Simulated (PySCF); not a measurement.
**Spin states of HgC**

Unrestricted PBE0; Hg def2-SVP with ECP60, C def2-SVP; scalar-relativistic core potentials (PySCF 2.14). Outer shells of the fragments: Hg 5d10 6s2; C 2s2 2p2.

Followed along the bond (rough minima from three points):

| 2Ms+1 | unpaired | ⟨S²⟩ at the start | R at minimum (Å) | Te (eV) |
| --- | --- | --- | --- | --- |
| 3 | π ↑↑ | 2.03 | 2.20 | 0.00 |
| 1 | π ↑↓ | 1.00 | 2.18 | 0.44 |
| 3 | σ ↑, π ↑ | 2.01 | none in the scan | ≤ 0.88 |
| 1 | σ ↓, π ↑ | 1.01 | none in the scan | ≤ 1.21 |

Solutions found at the starting distance of 2.085 Å, counted from the lowest of them; the search is not exhaustive and high or unbound solutions are not listed, so other states can lie among these:

```csv
2Ms+1,unpaired,term,E (eV),⟨S²⟩,⟨Lz²⟩,μ (D)
3,π ↑↑,³Σ⁻,0.00,2.03,0.00,-2.64
1,π ↑↓,mixed,0.43,1.00,2.01,-2.66
3,"σ ↑, π ↑",³Π,1.28,2.01,1.00,-0.03
1,"σ ↓, π ↑",mixed,1.53,1.01,1.00,-0.11
1,none,mixed,1.72,0.00,2.00,-2.62
3,"σ ↑↑, π ↑↓",mixed,3.21,3.01,2.01,-2.09
1,"σ ↓↓, π ↑↑",mixed,3.44,2.01,0.00,-2.35
3,"σ ↑, π ↑",³Π,4.02,2.04,1.02,-4.19
1,"σ ↓, π ↑",mixed,4.41,1.04,1.02,-4.25
3,π ↑↑,mixed,5.05,2.01,2.01,0.46
```

A term symbol is given only where ⟨S²⟩ and ⟨Lz²⟩ are close to those of a pure state; real π, δ and φ orbitals otherwise mix terms. A positive dipole means Hg(−)C(+).

Spin–orbit coupling is left out. Counting both spins, an empty level lies below a filled one in some of these solutions, because spin and occupation are held.
